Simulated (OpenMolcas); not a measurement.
**What dynamic correlation does to the levels of S+**

| Property | Result |
| --- | --- |
| Program | OpenMolcas |
| Basis | ANO-RCC-VDZP [4s3p1d] |
| Scalar Hamiltonian | DKH2, point nucleus |
| Active space | 5 electrons in 4 orbitals (3s 3p) |
| State averaging | 2S+1 = 4 odd, 1 root; 2S+1 = 2 odd, 8 roots; 2S+1 = 4 even, 3 roots; 2S+1 = 2 even, 9 roots |
| Spin-orbit coupling | RASSI with atomic mean-field integrals over the reference wave functions, term energies averaged over their components |

Methods on the same reference wave functions:
A. CASSCF
B. SS-CASPT2, IPEA 0.25 Eh, imaginary shift 0.1 Eh (closed shells correlated: 2s 2p)

Energies in cm⁻¹ above 3s² 3p³ ⁴S°_3/2, the measured ground level; measured values from NIST Handbook of Basic Atomic Spectroscopic Data.

| Level | A | B | Measured |
| --- | --- | --- | --- |
| 3s² 3p³ ⁴S°_3/2 | 0.0 | 0.0 | 0.0 |
| 3s² 3p³ ²D°_3/2 | 19183 | 17420 | 14853 |
| 3s² 3p³ ²D°_5/2 | 19215 | 17440 | 14885 |
| 3s² 3p³ ²P°_1/2 | 26222 | 26490 | 24525 |
| 3s² 3p³ ²P°_3/2 | 26244 | 26500 | 24572 |
| 3s 3p⁴ ⁴P_5/2 | 86498 | 82990 | 79395 |
| 3s 3p⁴ ⁴P_3/2 | 86863 | 83360 | 79757 |
| 3s 3p⁴ ⁴P_1/2 | 87076 | 83570 | 79963 |
| 3s 3p⁴ ²D_3/2 | 124333 | 111930 | 97891 |
| 3s 3p⁴ ²D_5/2 | 124337 | 111930 | 97919 |
| 3s 3p⁴ ²S_1/2 | 143262 | 136100 | 119784 |
| 3s 3p⁴ ²P_3/2 | 160624 | 148360 |  |
| 3s 3p⁴ ²P_1/2 | 161054 | 148800 |  |

Deviations, from unrounded energies. A percentage is the sum of absolute deviations over the sum of measured energies, with the sign that they share, or ± where signs differ.

| Against measurement | Levels | A | B |
| --- | --- | --- | --- |
| mean absolute deviation (cm-1) | 10 | 11000 | 6400 |
| other terms of the ground configuration (%) | 4 | +15.3 | +11.4 |
| other configurations (%) | 6 | +17.6 | +9.9 |

B lies closest to measurement on these levels. The largest miss of B in the table is 3s 3p⁴ ²S_1/2, by +16000 cm-1. The ranking rests on the paired levels alone, and a cruder setting can come out closer through cancelling errors.

From A to B the spin-free energies of the other terms of 3s² 3p³ shown, above ⁴S°, scale by factors of 0.91 to 1.01.

The lowest spin-free term lies below A's lowest term by 0.074 hartree in B.

CASPT2 does not keep the components of a term degenerate, so their means are used; among the terms shown or strongly mixed into the levels shown the widest spread is 830 cm-1 (3s 3p⁴ ²D, B). Over all roots computed the reference weight is 0.89 to 0.97 in B; the roots of lowest weight are the least certain, and an intruder state may touch them. Terms of s pⁿ other than that of highest spin mix with s² pⁿ⁻² d, which this space lacks; all of them can be thousands of cm-1 off, and some have no real level of that name. Without dynamic correlation excited terms often stand tens of per cent too high (terms of higher spin than the ground term too low), and those without a measured partner can miss by more than the paired ones (holds for A). Some terms miss by over 15 % even with CASPT2, which points to a basis or an active space too small for the shells correlated (holds for B). Measured partners are found by configuration, term and J. A level has none where our copy of the source lacks it or the pairing is in doubt (some pairs that miss far off the trend of their configuration count as doubtful), and it then counts in no deviation. Only configurations of the active space appear.

° marks odd parity.
